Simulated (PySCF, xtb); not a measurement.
H2Se2Zn, SMILES [SeH][Zn][SeH]. One conformer was computed; it need not be the lowest.

Harmonic wavenumbers (cm⁻¹) from GFN2-xTB run with xtb at its own minimum, in rising order: 43, 109, 112, 155, 237, 454, 485, 2111, 2123.

### Question
What does PBE-D3(BJ)/def2-SVP in PySCF give at its own minimum? (The exact figures need the calculation; the answer reports its results.)

### Answer
70, 70, 132, 191, 354, 550, 550, 2346, 2347. Paired by order, the mean absolute difference is 95 cm⁻¹ and the zero-point energies are 8.3 and 9.4 kcal/mol.
